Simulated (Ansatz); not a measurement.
Basis sets compared for the cluster Cu₈Te₄⁻. The state is a doublet with charge -1. Geometry PBE-D4/def2-SVP. Ansatz on 2 threads of AMD EPYC 7R13 on a shared host and a share (18 GiB) of an NVIDIA H100 80GB HBM3; times are rough, and most runs start from earlier orbitals.

```xyz
12

Cu    1.517    1.007    1.384
Cu    1.369   -0.465   -0.659
Cu   -0.202   -0.838    1.336
Cu   -0.889   -1.576   -0.995
Cu   -2.097    0.380    0.138
Cu   -0.252    2.012    0.177
Cu    2.250   -1.228    1.544
Cu   -0.461    0.767   -1.939
Te    0.918   -2.953    0.172
Te   -1.196    1.262    2.410
Te    1.770    1.965   -1.355
Te   -2.729   -0.333   -2.212
```

In the def2 sets Te takes a core potential; there is no spin–orbit coupling. Single mean-field runs in def2-TZVP are fitted with def2-universal-jkfit. The structure comes from a short search, and lower isomers may exist.

```json
{"level": "PBE-D4/def2-SVP", "functions": "352", "energy (Eh)": "-14193.2101", "HOMO (eV)": "-0.77", "LUMO (eV)": "-0.33", "wall time": "8 s"}
{"level": "PBE0-D4/def2-SVP", "functions": "352", "energy (Eh)": "-14193.2693", "HOMO (eV)": "-1.52", "LUMO (eV)": "0.34", "wall time": "13 s"}
```

(1) Estimate the rows for PBE-D4/def2-TZVP (with forces), PBE0-D4/def2-TZVP.

Answers

(1) 
```
                         level  functions  energy (Eh)  HOMO (eV)  LUMO (eV)  wall time
PBE-D4/def2-TZVP (with forces)        560  -14195.2120      -1.01      -0.57      9.5 s
             PBE0-D4/def2-TZVP        560  -14195.1986      -1.74       0.12       13 s
```
